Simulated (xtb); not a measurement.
C3H14Si3, SMILES C[C@H](C[SiH3])[SiH2][SiH3]. All values are semi-empirical tight-binding results from xtb (GFN2-xTB unless named), good for trends rather than for accurate numbers. The structure is a stationary point at GFN2-xTB. The structure was generated by enumeration; whether it is a known compound was not checked. One conformer was computed; it need not be the lowest.

Optimised geometry:

Bonded distances (Å): C1–C2 1.529, C1–H7 1.089, C1–H8 1.090, C1–H9 1.091, C2–C3 1.531, C2–Si5 1.915, C2–H10 1.097, C3–Si4 1.900, C3–H11 1.096, C3–H12 1.093, Si4–H13 1.466, Si4–H14 1.466, Si4–H15 1.463, Si5–Si6 2.310, Si5–H16 1.474, Si5–H17 1.470, Si6–H18 1.466, Si6–H19 1.467, Si6–H20 1.465. Bond angles (°): C2–C1–H7 110.5, C2–C1–H8 111.2, C2–C1–H9 110.9, H7–C1–H8 108.2, H7–C1–H9 107.9, H8–C1–H9 108.0, C1–C2–C3 109.7, C1–C2–Si5 109.7, C1–C2–H10 107.4, C3–C2–Si5 113.6, C3–C2–H10 107.8, Si5–C2–H10 108.4, C2–C3–Si4 116.0, C2–C3–H11 108.2, C2–C3–H12 109.1, Si4–C3–H11 107.6, Si4–C3–H12 109.7, H11–C3–H12 105.8, C3–Si4–H13 109.4, C3–Si4–H14 108.4, C3–Si4–H15 111.5, H13–Si4–H14 109.1, H13–Si4–H15 109.7, H14–Si4–H15 108.8, C2–Si5–Si6 110.7, C2–Si5–H16 106.7, C2–Si5–H17 108.2, Si6–Si5–H16 112.8, Si6–Si5–H17 112.3, H16–Si5–H17 105.8, Si5–Si6–H18 113.3, Si5–Si6–H19 113.0, Si5–Si6–H20 112.1, H18–Si6–H19 105.7, H18–Si6–H20 106.1, H19–Si6–H20 106.2.

Computed properties:
The orbital gap is 4.38 eV and the dipole moment is 0.46 D. The zero-point energy is 92.0 kcal/mol and the G − E(el) at 298.15 K (modified RRHO) is 68.6 kcal/mol. The static polarisability (D4 model) is 124.5 bohr³. The solvation energy, GFN2-xTB/ALPB(water) is 0.0 kcal/mol. The solvation energy, GFN2-xTB/ALPB(hexane) comes out as -4.1 kcal/mol.

Computed atomic charges and the Wiberg bond orders between heavy atoms:
charges (e) C1 -0.10, C2 -0.12, C3 -0.15, Si4 0.44, Si5 0.38, Si6 0.36, H7 0.02, H8 0.02, H9 0.03, H10 -0.01, H11 0.01, H12 0.01, H13 -0.10, H14 -0.11, H15 -0.10, H16 -0.11, H17 -0.12, H18 -0.12, H19 -0.12, H20 -0.12. Bond orders C1–C2 1.02, C2–C3 1.02, C3–Si4 0.91, C2–Si5 0.87, Si5–Si6 0.84.
